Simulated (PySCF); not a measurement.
C2H5ClFNSi, SMILES Cl[Si@H](/C=C/F)N. Atoms are numbered in the order given.

```xyz
11

N     -2.0798     0.5776    -1.0163
Si    -0.7541    -0.4291    -0.5901
Cl    -0.7528    -1.0984     1.4087
C      0.8165     0.5251    -0.8266
C      1.7448     0.6642     0.1255
F      2.8730     1.3571    -0.0593
H     -3.0083     0.1743    -1.1230
H     -2.1377     1.5200    -0.6355
H     -0.8581    -1.6552    -1.4125
H      1.0089     1.0060    -1.7935
H      1.6833     0.2407     1.1327
```

The structure is a stationary point at TPSSh-D3(BJ)/def2-SVP. The structure was generated by enumeration; whether it is a known compound was not checked. One conformer was computed; it need not be the lowest.

Two levels are set side by side: PBE/pcSseg-1 (PySCF) and HF/pcSseg-1 (PySCF). GIAO shifts against CFCl3 (¹⁹F), HCl (³⁵Cl), NH3 (¹⁵N), TMS (²⁹Si), TMS (¹H), TMS (¹³C) at the same level; non-relativistic, no solvent, atoms listed together averaged. Without spin–orbit terms, shifts of atoms bonded to Cl or Br come out too high at both levels. Differences are taken from unrounded values.

```
quantity                PBE
--------------------  -----
δ(¹⁵N) of N1 (ppm)     49.2
δ(²⁹Si) of Si2 (ppm)  -12.8
δ(³⁵Cl) of Cl3 (ppm)   76.6
δ(¹³C) of C4 (ppm)    104.0
δ(¹³C) of C5 (ppm)    177.4
δ(¹⁹F) of F6 (ppm)    -76.7
δ(¹H) of H9 (ppm)      5.81
δ(¹H) of H10 (ppm)     5.46
δ(¹H) of H11 (ppm)     7.27
```

Problem. These are the PBE values. What does HF give? (An estimate is asked for; the answer gives what the named calculation found.)

Solution. 
| quantity | HF | PBE minus HF |
|---|---|---|
| δ(¹⁵N) of N1 (ppm) | 31.0 | 18.3 |
| δ(²⁹Si) of Si2 (ppm) | -15.5 | 2.7 |
| δ(³⁵Cl) of Cl3 (ppm) | 5.5 | 71.1 |
| δ(¹³C) of C4 (ppm) | 104.5 | -0.6 |
| δ(¹³C) of C5 (ppm) | 176.6 | 0.8 |
| δ(¹⁹F) of F6 (ppm) | -63.5 | -13.2 |
| δ(¹H) of H9 (ppm) | 5.08 | 0.73 |
| δ(¹H) of H10 (ppm) | 5.56 | -0.10 |
| δ(¹H) of H11 (ppm) | 7.33 | -0.06 |

Rough cost on one machine, each run with all the roots and properties that it gave: HF against PBE within a factor of 2.
